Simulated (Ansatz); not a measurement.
A single point on C$_{4}$H$_{7}$B, SMILES `C#CB(C)C`.

```yaml
crystal:
  periodic: [false, false, false]
  atoms:
    - {symbol: C, position_ang: [-0.661643, 2.532308, 0.484494]}
    - {symbol: C, position_ang: [-0.357872, 1.383276, 0.266854]}
    - {symbol: B, position_ang: [0.024186, -0.067464, -0.009213]}
    - {symbol: C, position_ang: [-0.665807, -1.205627, 0.811886]}
    - {symbol: C, position_ang: [1.094586, -0.379050, -1.105972]}
    - {symbol: H, position_ang: [-0.929828, 3.545627, 0.676329]}
    - {symbol: H, position_ang: [-0.078405, -2.125761, 0.854935]}
    - {symbol: H, position_ang: [-1.592221, -1.454796, 0.272534]}
    - {symbol: H, position_ang: [-0.970720, -0.909746, 1.817160]}
    - {symbol: H, position_ang: [2.070975, -0.357115, -0.598484]}
    - {symbol: H, position_ang: [1.148757, 0.363264, -1.903958]}
    - {symbol: H, position_ang: [0.994994, -1.380117, -1.532365]}
basis:
  gaussian: {orbitals: def2-QZVPP}
correlation: {method: mp2}
```

```sh
$ ansatz run in.yaml --threads 4 --pin off --events-out ev --progress --plain
```

Shortened log:

```
Functional definition: HF
2936 factors; integrals over basis functions are off by at most 9.8e-4 eV
mean field evaluation 1: about -4900.5291 eV, gradient 4.2e1 eV
mean field evaluation 2: about -4900.6590 eV, gradient 4.2e1 eV
mean field evaluation 4: about -4905.2809 eV, gradient 5.2e0 eV
mean field evaluation 8: about -4905.3706 eV, gradient 3.0e-1 eV
mean field -4905.37161629 eV, -180.2690819182 hartree, gradient 7.2e-6 eV, S^2 0.000000; 0 other end points of the search recorded, 0 dependent functions left out
5 core orbitals not correlated: weight in the atoms' cores, before any rotation towards them, 1.000 or more for the frozen orbitals, at most 0.000 for the correlated occupied ones
reference -4905.37161629 eV, -180.2690819182 hartree; 13, 13 occupied and 477, 477 virtual orbitals, 2936 factors
second order -21.67805589 eV of doubles, -0.00000000 eV of singles
Total energy: -4927.04967218 eV, -181.0657357784 hartree
```

Run time 32 s (4 threads of a server CPU on a shared host); peak host memory 3.1 GiB.
